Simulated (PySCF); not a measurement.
C3H6NO, SMILES C(N([CH2])C)=O, multiplicity 2.

Geometry optimised at PBE0-D3(BJ)/def2-SVP. The isomer is the one that the SMILES or the coordinates give; other isomers of the formula were not compared. One conformer was computed; it need not be the lowest.

Calculation: TDA-PBE/def2-SVPD in PySCF 2.14.0.

Vertical excitations. Gas-phase values at a fixed geometry.

Computed lowest excited states:
```
state    energy (eV)  λ (nm)      f                                main pairs
-------  -----------  ------  -----  ----------------------------------------
root 1          3.23     383  0.000                          β HOMO→LUMO 99 %
root 2          3.77     329  0.039      α HOMO→LUMO 73 %, β HOMO−1→LUMO 25 %
root 3          3.91     317  0.007                       α HOMO→LUMO+1 100 %
root 4          4.89     253  0.013                        α HOMO→LUMO+2 99 %
root 5          4.96     250  0.001                        α HOMO→LUMO+3 99 %
root 6          5.03     246  0.178      α HOMO→LUMO 21 %, β HOMO−1→LUMO 68 %
root 7          5.37     231  0.000    α HOMO−1→LUMO 81 %, β HOMO→LUMO+1 18 %
root 8          5.59     222  0.002                        α HOMO→LUMO+4 93 %
root 9          5.66     219  0.000                        α HOMO→LUMO+5 93 %
root 10         5.95     208  0.000  α HOMO−1→LUMO+1 47 %, β HOMO→LUMO+2 53 %
```
Unrestricted roots are not spin-pure.
